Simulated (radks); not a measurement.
Q: Excited configurations of Kr I: one electron is placed in a higher orbital outside [Ar] 3d10 4s2 4p5. The ground configuration is [Kr]. Calculated with a radial shooting solver on a logarithmic mesh with Libxc functionals: Dirac Kohn-Sham, PBE, spin-unpolarised, spherical densities, point nucleus; open shells fill j = l - 1/2 first. Excitation = E - E(ground); binding = E(ion) - E, where the ion is the core of charge +1; n* = 1/sqrt(2 binding) in atomic units, and the quantum defect is n - n*.

outer orbital  excitation (eV)  binding (eV)     n*  quantum defect  eigenvalue (eV)  <r> (bohr)
4d3/2                   12.144         1.913  2.667           1.333           -0.629       7.892
4f5/2                   13.149         0.909  3.869           0.131           -0.436       17.44
5p1/2                   11.470         2.588  2.293           2.707           -1.329       7.377
6f5/2                   13.606         0.452  5.489           0.511           -0.285       44.33
7d3/2                   13.506         0.552  4.966           2.034           -0.354       38.11

Estimate the row for 5d3/2.

A: excitation (eV) 12.803; binding (eV) 1.255; n* 3.293; quantum defect 1.707; eigenvalue (eV) -0.656; <r> (bohr) 14.49. The Delta-SCF ionisation energy is 14.057 eV (NIST Atomic Spectra Database: 14.000 eV, measured). Self-interaction in the functional shifts the binding energies and quantum defects, so they are the method's values and not measured ones. Spin polarisation and multiplet splitting are left out, so open shells lie too high by an amount that depends on their filling.

Beside tabulated values, note that spin-unpolarised runs miss the spin-polarisation part of the exchange energy of open shells.
